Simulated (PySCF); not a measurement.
Species: C4H3O4S (charge -1).
Atom-mapped SMILES: `[O:1]=[S:2](=[O:3])([O-:4])[c:5]1[cH:6][cH:7][o:8][cH:9]1`

NICS = −σ at a ghost point: NICS(0) at the centroid of the ring atoms, NICS(1) 1 Å to either side along the normal of their mean plane, zz for the tensor component along that normal. Level: GIAO PBE0/pcSseg-1 (PySCF, non-relativistic, gas phase) on the GFN2-xTB geometry, one conformer.

Ring bond lengths (Å), with Mayer bond orders in brackets: C5–C6 1.417 (1.24), C6–C7 1.359 (1.60), C7–O8 1.351 (1.06), O8–C9 1.357 (1.04), C9–C5 1.354 (1.61).

Give the NICS values of each ring in ppm.

| ring | type | NICS(0) | NICS(1), two faces | NICS(1)zz, two faces | rms pucker (Å) | centre to ring atoms, mean (Å) |
| --- | --- | --- | --- | --- | --- | --- |
| C5–C6–C7–O8–C9 | 5-membered ring with O; formal bonds all aromatic | -12.8 | -10.2 / -10.5 | -25.4 / -25.9 | 0.00 | 1.16 |

What can be read from them?

- C5–C6–C7–O8–C9: mean NICS(1)zz -25.7 ppm, shielded. The ring is flat and has no four-coordinate atom; by the NICS criterion it is aromatic.

And the bond-length index? HOMA = 1 − mean of α(R − Ropt)² over the ring bonds, with Krygowski's 1993 parameters (CC: Ropt 1.388 Å, α 257.7 Å⁻²; CO: Ropt 1.265 Å, α 157.38 Å⁻²).

- C5–C6–C7–O8–C9: HOMA 0.35; the largest term is that of O8–C9, α(R − Ropt)² = 1.34.

What is the mean of the two in-plane components of NICS at the first NICS(1) probe listed for ring C5–C6–C7–O8–C9, 1 Å off the ring?

The isotropic value is a third of the trace: (3 × -10.2 − (-25.4))/2 = -2.6 ppm.

List the ring angles and the Hirshfeld charges of the ring atoms.

- C5–C6–C7–O8–C9: C5 105.7° (-0.074 e), C6 106.3° (-0.095 e), C7 110.7° (-0.026 e), O8 106.1° (-0.091 e), C9 111.2° (-0.013 e); sum 540.0° against 540° for a flat convex ring.

What are the shieldings of the ring atoms and their hydrogens in the same run (means over atoms taken as equivalent)?

```tsv
atoms	environment	σ isotropic (ppm)
C5	substituted aromatic carbon	35.8
C6	aromatic CH carbon	68.3
C7	aromatic CH next to a ring oxygen	46.3
O8	furan-type oxygen	52.6
C9	aromatic CH next to a ring oxygen	41.4
H on C6	aromatic hydrogen	25.00
H on C7	aromatic hydrogen	24.80
H on C9	aromatic hydrogen	24.30
```

Conformer computed: `[O:1]=[S:2](=[O:3])([O-:4])[c:5]1[cH:6][cH:7][o:8][cH:9]1`: O1–S2–C5–C6 -157°.
